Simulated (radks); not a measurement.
The tantalum ion Ta4+, 69 electrons, occupied as [Xe] 4f14 5d1 (the NIST ground configuration).

All-electron calculation, scalar-relativistic Kohn-Sham, LDA (Slater exchange, VWN5 correlation), spin-unpolarised, spherical densities, finite nucleus; Fermi nuclear charge, rms radius 5.3507 fm. Program: a radial shooting solver on a logarithmic mesh with Libxc functionals.

Energy parts (eV):
part                       energy
total                  -424226.82
kinetic                 465837.27
electron-nucleus      -1044872.89
Hartree                 163098.89
exchange-correlation     -8290.09

Orbitals (lengths in bohr, moments of r in powers of bohr; r(max) is where P^2 peaks):
| orbital | occ. | eigenvalue (eV) | r(max) | <1/r> |
|---|---|---|---|---|
| 1s | 2 | -67332.11 | 0.01169 | 85.33 |
| 2s | 2 | -11605.75 | 0.06691 | 19.94 |
| 2p | 6 | -10182.77 | 0.05478 | 18.15 |
| 3s | 2 | -2690.898 | 0.1888 | 7.380 |
| 3p | 6 | -2267.470 | 0.1866 | 6.832 |
| 3d | 10 | -1771.659 | 0.1519 | 6.462 |
| 4s | 2 | -581.7632 | 0.4290 | 3.135 |
| 4p | 6 | -442.7457 | 0.4497 | 2.851 |
| 4d | 10 | -264.5467 | 0.4614 | 2.532 |
| 5s | 2 | -115.2206 | 0.9855 | 1.224 |
| 5p | 6 | -80.9483 | 1.116 | 1.037 |
| 4f | 14 | -67.3742 | 0.4404 | 2.009 |
| 5d | 1 | -41.4748 | 1.459 | 0.7378 |

The highest occupied level is 5d at -41.475 eV. The electron density at the nucleus is 1.389e+06 e/bohr^3 (large components only). The density falls to 0.001 e/bohr^3 at r = 3.06 bohr. Summed over all electrons, <r^2> = 30.12 bohr^2, which gives a Langevin (diamagnetic) susceptibility term of -23.9 x 10^-6 cm^3/mol.
